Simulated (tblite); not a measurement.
H4GeO4, charge -1, doublet, geometry from GFN2-xTB (a state made from the parent by changing its charge; the spin is typed, not shown lowest); GFN1-xTB run with tblite.

The tblite input:
```
$ tblite run mol.xyz --method gfn1 --charge -1 --spin 1 --spin-polarized --json tblite.json --no-restart

# file mol.xyz
9

O      0.48967851     1.35799753    -0.98453359
Ge     0.09061734    -0.24082060    -0.04391532
O     -1.12653518     0.33448439     1.29316952
O     -1.42526134    -0.85147881    -1.34349784
O      1.78408963    -0.10212726     1.16960110
H     -0.20776662     1.41946446    -1.63101439
H     -0.56105738     0.62372796     2.00360483
H     -2.17725180    -0.82672429    -0.75779832
H      2.27054805     0.57878436     0.71258474
```

What the program printed (banner, timings and long lists left out):

```
xTB calculator
 | screened Coulomb repulsion
 | Coulomb electrostatics
 |  * isotropic Klopman-Ohno-Mataga-Nishimoto electrostatics
 |  * onsite third-order electrostatics
 | DFT-D3(BJ) dispersion correction
 | Interactions (1)
 | [1] spin polarization

halogen bonding energy    0.0000000000000E+00 Eh
repulsion energy          8.3571370339557E-02 Eh
dispersion energy        -2.2685025369400E-03 Eh
interaction energy        0.0000000000000E+00 Eh
number of electrons       3.3000000000000E+01 e
integral cutoff           4.0000000000000E+01 bohr

------------------------------------------------------------
  cycle        total energy    energy error   density error
------------------------------------------------------------
      1     -21.72251491847  -2.1803818E+01   5.6743015E-01
      2     -22.06399122806  -3.4147631E-01   3.1659886E-01
      3     -22.11643586683  -5.2444639E-02   2.8135858E-01
      4     -22.84202159220  -7.2558573E-01   3.4945394E-02
      5     -22.84233205949  -3.1046729E-04   2.3196102E-02
      6     -22.84341563144  -1.0835720E-03   7.5077234E-03
      7     -22.84357212903  -1.5649759E-04   1.8744107E-03
      8     -22.84357436695  -2.2379141E-06   5.8843172E-04
      9     -22.84357195584   2.4111078E-06   5.7474887E-04
     10     -22.84357422179  -2.2659478E-06   2.5155042E-04
     11     -22.84357423504  -1.3251185E-08   2.2785332E-04
     12     -22.84357470277  -4.6773468E-07   3.6283896E-05
     13     -22.84357471388  -1.1102941E-08   8.5400741E-06
------------------------------------------------------------

electronic energy        -2.2924877581679E+01 Eh
total energy             -2.2843574713877E+01 Eh

Post processing:
 | Mayer-Wiberg bond orders

[Info] JSON dump of results written to 'tblite.json'
```
